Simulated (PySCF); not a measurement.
Two-dimensional NMR puzzle

Compound of formula C5H7PSi. Correlations simulated from computed shifts and the bond graph:

HSQC (one-bond C–H):
| δH | δC |
| --- | --- |
| 9.53 | 173.3 |
| 9.29 | 166.5 |
| 8.15 | 136.9 |
| 8.00 | 140.3 |

COSY cross peaks (H two or three bonds apart, from the bond graph; peaks can be absent where the dihedral angle is near 90°):
| δH | δH |
| --- | --- |
| 9.29 | 8.15 |
| 8.15 | 8.00 |

HMBC (two and three bonds, from the bond graph):
| δH | δC |
| --- | --- |
| 9.53 | 166.5, 142.1, 140.3 |
| 9.29 | 173.3, 140.3, 136.9 |
| 8.15 | 166.5, 142.1, 140.3 |
| 8.00 | 173.3, 166.5, 142.1, 136.9 |
| 4.63 | 173.3, 142.1, 140.3 |

Carbons without hydrogens: δ 142.1.

- shieldings: GIAO PBE0/pcSseg-1
- coordinates at the GFN2-xTB level
- code: PySCF 2.14.0 with density-fitted response routines
- fast rotation and ring inversion assumed for equivalent nuclei, one computed conformer, no solvent, non-relativistic Hamiltonian

Shifts are taken against calculated references (same method and geometry level): 1H (σ = 31.72 ppm) and 13C (σ = 186.93 ppm) vs TMS.

Exchangeable hydrogens are left out of these lists.

Problem. Assemble the structure.

Solution. `[SiH3]c1cccpc1`.

Structure with atom numbers: `[SiH3:1][c:2]1[cH:3][cH:4][cH:5][p:6][cH:7]1`; H(Xn) means a hydrogen on atom n.

δC 173.3 is C7, an aromatic CH (δH 9.53). δC 166.5 is C5, an aromatic CH (δH 9.29). δC 142.1 is C2, a substituted aromatic carbon. δC 140.3 is C3, an aromatic CH (δH 8.00). δC 136.9 is C4, an aromatic CH (δH 8.15). HMBC from δH 9.53 reaches the proton-free carbon C2. HMBC from δH 8.15 reaches the proton-free carbon C2. HMBC from δH 8.00 reaches the proton-free carbon C2. HMBC from δH 4.63 reaches the proton-free carbon C2. COSY links 9.29–8.15, 8.15–8.00.

The data come from this structure; uniqueness wasn't tested.

Shifts are as computed. Against solution values, carbons near 30 ppm lie about +3 ppm off and those near 130 ppm about +5 ppm. Of 1211 compounds with measured shifts, 218 miss one by over three times the rms of a fit or turn the order of signals round; such compounds aren't used in these exercises.
